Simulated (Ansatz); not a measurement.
Geometry optimisation, DFT LDA, scalar-relativistic, plane waves, PAW (Ansatz 0.2.0).

Input file:

```yaml
crystal:
  lattice:
    - [5.048742, 0.0, 0.0]
    - [0.0, 5.048742, 0.0]
    - [0.0, 0.0, 17.135561]
  atoms:
    - { symbol: H, position: [0.4277868, 0.0, 0.0583582] }
    - { symbol: H, position: [0.0722132, 0.0, 0.0583582] }
    - { symbol: H, position: [0.9277868, 0.0, 0.0583582] }
    - { symbol: H, position: [0.5722132, 0.0, 0.0583582] }
    - { symbol: H, position: [0.4277868, 0.5, 0.0583582] }
    - { symbol: H, position: [0.0722132, 0.5, 0.0583582] }
    - { symbol: H, position: [0.9277868, 0.5, 0.0583582] }
    - { symbol: H, position: [0.5722132, 0.5, 0.0583582] }
    - { symbol: C, position: [0.25, 0.0, 0.0953981] }
    - { symbol: C, position: [0.75, 0.0, 0.0953981] }
    - { symbol: C, position: [0.25, 0.5, 0.0953981] }
    - { symbol: C, position: [0.75, 0.5, 0.0953981] }
    - { symbol: C, position: [0.25, 0.25, 0.1474828] }
    - { symbol: C, position: [0.75, 0.25, 0.1474828] }
    - { symbol: C, position: [0.25, 0.75, 0.1474828] }
    - { symbol: C, position: [0.75, 0.75, 0.1474828] }
    - { symbol: C, position: [0.0, 0.25, 0.1995674] }
    - { symbol: C, position: [0.5, 0.25, 0.1995674] }
    - { symbol: C, position: [0.0, 0.75, 0.1995674] }
    - { symbol: C, position: [0.5, 0.75, 0.1995674] }
    - { symbol: C, position: [0.0, 0.0, 0.2516521] }
    - { symbol: C, position: [0.5, 0.0, 0.2516521] }
    - { symbol: C, position: [0.0, 0.5, 0.2516521] }
    - { symbol: C, position: [0.5, 0.5, 0.2516521] }
    - { symbol: C, position: [0.25, 0.0969069, 0.297901] }
    - { symbol: C, position: [0.75, 0.0969069, 0.297901] }
    - { symbol: C, position: [0.25, 0.4030931, 0.297901] }
    - { symbol: C, position: [0.75, 0.4030931, 0.297901] }
    - { symbol: H, position: [0.75, 0.0208818, 0.3580601] }
    - { symbol: H, position: [0.25, 0.4791182, 0.3580601] }
    - { symbol: H, position: [0.75, 0.4791182, 0.3580601] }
    - { symbol: Cl, position: [0.233408, 0.251787, 0.4012452] }
basis:
  ecutwfc: 420.0
kpoints:
  mp_grid: { grid: [2, 2, 1] }
hamiltonian:
  xc: lda
  pseudopotentials: { kind: paw, azcp: { folder: soft_1 } }
scf:
  occupations: { method: gaussian, width: 0.05 }
  lower_state_search: "off"
relax:
  f_tol: 0.03
  max_steps: 60
  adjacent_minimum: "off"
  constraints: [{ sites: [0, 1, 2, 3, 4, 5, 6, 7, 8, 9, 10, 11, 12, 13, 14, 15] }]
```

Launched with:

```bash
$ ansatz run input.yaml --threads 1 --pin off --max-ram 3072MiB --backend cpu --events-out ev --progress --plain --runs-dir out
```

**Question.** Where does it end, and by what steps?

**Answer.** The run converged. Limits of this set-up: coarse k mesh, thin slab, slab without dipole correction, open-shell adsorbate without spin, PAW files made for another functional. After 13 steps the energy has fallen by 7.712 eV; Cl32 moved furthest, 1.43 Å. The start is strongly strained (largest force component 11 eV/Å), so its close contacts needn't be bonds. Parted: C27–Cl32, H30–Cl32.

```
step  energy less start (eV)  largest force component (eV/Å)  accepted
   0                  0.0000                          11.339       yes
   1                 -3.8457                           7.526       yes
   2                 -5.6614                           4.272       yes
   3                 -6.4510                           2.666       yes
   4                 -6.9505                           1.727       yes
   5                 -7.2948                           1.239       yes
   6                 -7.5417                           0.902       yes
   7                 -7.6754                           0.508       yes
   8                 -7.7087                           0.130       yes
   9                 -7.7116                           0.034       yes
  10                 -7.7115                           0.068        no
  11                 -7.7116                           0.034       yes
  12                 -7.7115                           0.068        no
  13                 -7.7118                           0.008       yes
```

```xyz
32
Lattice="5.0487 0.0000 0.0000 0.0000 5.0487 0.0000 0.0000 0.0000 17.1356" Properties=species:S:1:pos:R:3
H 2.160 0.000 1.000
H 0.365 0.000 1.000
H 4.684 0.000 1.000
H 2.889 0.000 1.000
H 2.160 2.524 1.000
H 0.365 2.524 1.000
H 4.684 2.524 1.000
H 2.889 2.524 1.000
C 1.262 0.000 1.635
C 3.787 0.000 1.635
C 1.262 2.524 1.635
C 3.787 2.524 1.635
C 1.262 1.262 2.527
C 3.787 1.262 2.527
C 1.262 3.787 2.527
C 3.787 3.787 2.527
C 0.002 1.265 3.338
C 2.522 1.265 3.338
C 0.000 3.786 3.476
C 2.524 3.786 3.476
C -0.005 0.085 4.302
C 2.529 0.085 4.302
C -0.001 2.440 4.301
C 2.525 2.440 4.301
C 1.262 0.467 5.090
C 3.787 0.457 5.099
C 1.262 2.078 5.093
C 3.787 2.075 5.102
H 3.787 0.031 6.114
H 1.262 2.474 6.118
H 3.787 2.498 6.121
Cl 1.262 -0.150 6.770
```

Run time: 48 s on 1 thread of Intel(R) Xeon(R) Platinum 8488C (Sapphire Rapids), with other jobs on the host, peak memory 0.62 GiB.
